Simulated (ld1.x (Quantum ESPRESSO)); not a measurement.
# fluorine (F): one change to an RRKJ potential, before and after

ld1.x (Quantum ESPRESSO) 7.5 input, shortened:

```
&input
   title='F', zed=9., rel=1, dft='PBE', iswitch=3,
   config='[He] 2s2 2p5 3d-2'
 /
 &inputp
   pseudotype=2, tm=.false., rho0=0.01, lloc=1,
   nlcc=.true., new_core_ps=.true., rcore=0.50
 /
3
2S  1  0   2.00   0.00  0.65  0.65  0.0
3D  3  2  -2.00   0.30  1.15  1.15  0.0
2P  2  1   5.00   0.00  1.20  1.20  0.0
 &test
   configts(1)='2s2 2p5'
 /
```

Change: wave 2p (bound): rc 1.20 bohr becomes 2p (bound): rc 0.74 bohr.

Cutoffs: the cutoffs (Ry, on a coarse ladder) from which the occupation-weighted sum of valence levels, in a spherical-Bessel basis at the reference potential, stays within 10 and 1 mRy of its value at 400 Ry; they do not see the model core or the augmentation charge, which bear on the density cutoff. Errors are all-electron minus pseudo energies relative to the spin-unpolarised reference configuration.

Task: Predict the effect on cutoff, ghosts and configuration errors.

Result: Of the 7 tests that both files solve, the error grows in 0 and shrinks in 5 by more than 15 % and 0.3 meV (median size 9.2 → 0.9 meV); neither file shows a bound ghost. Less of the atom is replaced, so other configurations are described better.

```csv
quantity,base,changed
"cutoff, loose",200 Ry,230 Ry
"cutoff, tight",300 Ry,over 300 Ry
loose cutoff by channel (10 mRy a level),"s 180 Ry, p 80 Ry","s 160 Ry, p 160 Ry"
bound ghosts,none,none
"error for 2s2 2p4, meV [ΔE 19.39 eV]",-9.2,-2.5
"error for 2s2 2p3, meV [ΔE 57.78 eV]",+5.0,-5.0
"error for 2s2 2p2, meV [ΔE 118.41 eV]",+205,+11
"error for 2s2 2p5.3, meV [ΔE -2.67 eV]",-0.5,+0.3
"error for 2s1 2p5, meV [ΔE 38.49 eV]",-33,+0.9
"error for 2s1 2p6, meV [ΔE 18.81 eV]",+12,+0.2
"error for 2s2 2p4.5, meV [ΔE 7.54 eV]",-3.0,-0.9
```
